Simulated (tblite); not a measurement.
Q: Write Cartesian coordinates for `c1(cccc[c]1)SC` [radical] as optimised with GFN2-xTB. (Doublet state.)

A: 
```xyz
15
C7H7S angstrom
C     -2.8936    0.2915   -0.0513
S     -1.9249   -1.2429   -0.0780
C     -0.3041   -0.5557    0.0432
C     -0.0715    0.7884    0.1215
C      1.1577    1.3611    0.2160
C      2.2656    0.5127    0.2352
C      2.0768   -0.8571    0.1578
C      0.8108   -1.4004    0.0622
H     -2.7036    0.8173    0.8802
H     -2.6111    0.9066   -0.9011
H     -3.9385    0.0065   -0.1199
H      1.2841    2.4317    0.2746
H      3.2579    0.9316    0.3103
H      2.9330   -1.5158    0.1717
H      0.6568   -2.4675    0.0008
```

Orientation and origin are arbitrary. Atoms count from 1 in this order. C6 (carbon bonded to 2 C and H) is planar (angles 120.9°, 119.6° and 119.5°, sum 360.0°, 0.00 Å off the plane of its three neighbours). The 8 heavy atoms lie in one plane (0.001 Å rms). C3 (carbon bonded to 2 C and S) is planar (angles 122.9°, 119.9° and 117.2°, sum 360.0°, 0.00 Å off the plane of its three neighbours). The 6-membered ring C3–C4–C5–C6–C7–C8 has internal angles of 117.2° to 124.9° (sum 720°, against 720° for a flat polygon); it is planar, 0.00 Å rms from its mean plane, widest ring torsion 0°.

Bonds between heavy atoms (Å): C1–S2 1.815, S2–C3 1.765, C3–C4 1.366, C4–C5 1.359, C5–C6 1.396, C6–C7 1.385, C7–C8 1.381, C3–C8 1.399.

The geometry is computed with GFN2-xTB (gas phase). This method treats the open shell by occupation alone, without spin polarisation.

Point group: Cs (tolerance 0.08 Å). Its GFN2-xTB frequencies are all real (lowest 48 cm⁻¹). Torsions: C1–S2–C3–C4 0°. 2 starts were optimised and ended at 0.00 and 2.15 kcal/mol (GFN2-xTB); the lowest of these is shown.

One conformer stands for the species.
